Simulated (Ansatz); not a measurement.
`[CH3][SnH]([F])[Br]` + H₂O → `[CH3][SnH]([OH])[F]` + HBr  (formal hydrolysis of the Sn–Br bond)

Computed with Ansatz on PBE0-D4/def2-TZVP structures; ΔE is electronic, products minus reactants. CCSD(T)/CBS adds triple-zeta CCSD(T) − MP2 to the extrapolated MP2 energy (def2 sets, frozen cores). This one scheme is used for every species. DFT in def2-TZVPP. B3LYP here is the variant with VWN-RPA as its local correlation; programs differ in this. def2 core potentials past Kr. For Br, Sn outer-core shells are correlated without core-valence functions, which leaves a few kJ/mol of doubt a bond. Scalar relativity is left out up to krypton. Each species was taken in one conformer, which may not be the lowest.

| level | ΔE (kJ/mol) | difference from CCSD(T)/CBS |
| --- | --- | --- |
| revPBE-D4 | 80.2 | -4.6 |
| BLYP-D4 | 76.0 | -8.8 |
| r2SCAN-D4 | 82.1 | -2.7 |
| B3LYP-D4 | 82.0 | -2.8 |
| r2SCANh-D4 | 84.6 | -0.2 |
| ωB97M-V | 81.7 | -3.1 |
| B2PLYP | 78.5 | -6.3 |
| PBE-QIDH | 86.8 | 2.0 |
| revPBE | 79.8 | -5.0 |
| B3LYP | 78.9 | -5.9 |
| RPA@PBE/def2-TZVPP | 70.6 | -14.2 |
| MP2/def2-SVP | 78.4 | -6.4 |
| CCSD/def2-TZVPP | 78.3 | -6.5 |
| SCS-MP2/def2-QZVPP | 81.3 | -3.5 |
| MP2/CBS(def2) | 89.0 | 4.2 |
| CCSD/CBS(def2) | 86.1 | 1.3 |
| CCSD(T)/CBS | 84.8 | 0 |

What do rigid-rotor, harmonic-oscillator terms from PBE0-D4/def2-TZVP frequencies (298.15 K, 1 bar) make of the CCSD(T)/CBS value? (Best estimate.)

Ansatz gave: ΔZPE = -8.8 kJ/mol, ΔH = +75.5 kJ/mol, ΔS = 1 J/(mol·K), ΔG = +75.2 kJ/mol.

Largest T1 diagnostic among the species: 0.013.

At CCSD(T), def2-SVP lies −8.5 kJ/mol from the extrapolated value and def2-TZVPP −7.8 kJ/mol. Leaving LDA and LC-ωPBE aside and taking each functional with its dispersion term where it has one, the values, not all of them listed here, spread over 13.0 kJ/mol, from BLYP-D4 to BHLYP-D4.
